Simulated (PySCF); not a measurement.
This script is equivalent to a calculation on Cu⁺ (copper, charge +1).

```python
from pyscf import gto, scf, dft, mp, cc
import basis_set_exchange as bse
mol = gto.M(atom="Cu 0 0 0", charge=1, spin=0, symmetry="D2h",
            basis=gto.basis.parse(bse.get_basis("pcseg-2", elements=["Cu"], fmt="nwchem", header=False)))
mf = dft.UKS(mol, xc="LDA,VWN")
mf.irrep_nelec = {'Ag': (5, 5), 'B1g': (1, 1), 'B2g': (1, 1), 'B3g': (1, 1), 'B1u': (2, 2), 'B2u': (2, 2), 'B3u': (2, 2)}
mf.kernel()
```

Problem. What total energy does it give?

Solution. -1637.474 hartree (calculated).

Problem. Which occupied shell lies highest, and where?

Solution. 3d, at -14.077 eV.
